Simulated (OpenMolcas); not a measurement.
## Si+: thermal populations, worked from levels

```json
{
  "Program": "OpenMolcas 26.06",
  "Basis": "ANO-RCC-VQZP [6s5p3d2f1g]",
  "Scalar Hamiltonian": "DKH2, point nucleus",
  "Active space": "3 electrons in 8 orbitals (3s 3p 4s 4p)",
  "State averaging": "2S+1 = 4 odd, 3 roots; 2S+1 = 2 odd, 9 roots; 2S+1 = 4 even, 3 roots; 2S+1 = 2 even, 9 roots",
  "Spin-orbit coupling": "state interaction with AMFI integrals over the reference wave functions, term energies averaged over their components"
}
```

Methods: CASSCF; MS-CASPT2, IPEA 0.25 Eh, imaginary shift 0.1 Eh (closed shells correlated: 2s 2p). Measured levels: NIST Handbook of Basic Atomic Spectroscopic Data.

**Thermal populations.** Z = Σ (2J + 1) exp(-E/kT) with k = 0.695035 cm-1/K, over the levels below. No other level of either list lies under 65500 cm-1, which is above 7 kT at each temperature.

| Level | 2J + 1 | MS-CASPT2 | measured |
| --- | --- | --- | --- |
| 3s² 3p ²P°_1/2 | 2 | 0.0 | 0.0 |
| 3s² 3p ²P°_3/2 | 4 | 264 | 287 |
| 3s 3p² ⁴P_1/2 | 2 | 41280 | 42824 |
| 3s 3p² ⁴P_3/2 | 4 | 41370 | 42933 |
| 3s 3p² ⁴P_5/2 | 6 | 41520 | 43108 |
| 3s 3p² ²D_3/2 | 4 | 56760 | 55309 |
| 3s 3p² ²D_5/2 | 6 | 56800 | 55325 |

```tsv
T (K)	Z, MS-CASPT2	Z, measured levels	Ground level (%), MS-CASPT2	Ground level (%), measured levels
5000	5.707	5.683	35.0	35.2
8000	5.822	5.805	34.4	34.5
12000	5.970	5.947	33.5	33.6
```

At 12000 K, kT = 8340 cm-1, and the computed levels give Z = 2.000 + 3.875 + 0.014 + 0.028 + 0.041 + 0.004 + 0.007 = 5.970.

CASPT2 breaks the degeneracy within a term, and the mean is taken; among the terms shown or strongly mixed into the levels shown the widest spread is 450 cm-1 (3s 3p² ²D, MS-CASPT2). Over all roots computed the reference weight is 0.88 to 0.99 in MS-CASPT2; the roots of lowest weight are the least certain, and an intruder state may touch them. The run also gave levels led by 3s 3p 4s, 3s² 4p, which use shells meant for correlation; these and all levels above them are left out. Terms of s pⁿ other than that of highest spin mix with s² pⁿ⁻² d, which this space lacks; all of them can be thousands of cm-1 off, and some have no real level of that name. Without dynamic correlation excited terms often stand tens of per cent too high (terms of higher spin than the ground term too low), and those without a measured partner can miss by more than the paired ones (holds for CASSCF). Measured partners are found by configuration, term and J. A level has none where our copy of the source lacks it or the pairing is in doubt (some pairs that miss far off the trend of their configuration count as doubtful), and it then counts in no deviation. Levels of configurations outside the active space are missing.

° marks odd parity.
